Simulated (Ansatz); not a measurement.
`[NH2][GeH]([Br])[Br]`. The species carries charge 0 and has multiplicity 1.

```xyz
7

N    -0.378    1.125    0.360
Ge   -0.097   -0.615   -0.068
Br   -0.567   -0.802   -2.302
Br    2.089   -1.309    0.255
H     0.034    1.775   -0.296
H    -0.094    1.373    1.298
H    -0.987   -1.547    0.753
```

Task: What are the harmonic wavenumbers in cm⁻¹ at PBE0-D4/def2-TZVP (Ansatz, finite differences of forces, unscaled)? (Estimate.)

Result: Computed: 86, 150, 169, 195, 290, 321, 570, 667, 703, 748, 923, 1574, 2202, 3552, 3650.

Task: Is this a minimum?

Result: Yes, all 15 modes are real.

Task: Give the ideal-gas thermochemistry at 298.15 K and 1 bar (rigid rotor, harmonic oscillator; point group C1, symmetry number 1).

Result: Zero-point energy 94.5 kJ/mol; H(298) − E = 114.9 kJ/mol; entropy 366.2 J/(mol·K), of which translation 177.7, rotation 124.2, vibration 64.3; G(298) − E = 5.7 kJ/mol. Modes under 100 cm⁻¹ are hindered rotations or soft bends, so the harmonic entropy is rough.

Task: And at 400, 500, 600, 800 and 1000 K?

Result: 
```
T (K)  H − E (kJ/mol)  S (J/mol/K)  G − E (kJ/mol)
  400           125.2        396.0           -33.2
  500           136.2        420.5           -74.1
  600           147.8        441.7          -117.2
  800           172.4        477.0          -209.2
 1000           198.4        505.9          -307.6
```

Task: Rotational constants (cm⁻¹)?

Result: 0.08776, 0.02915, 0.02333.
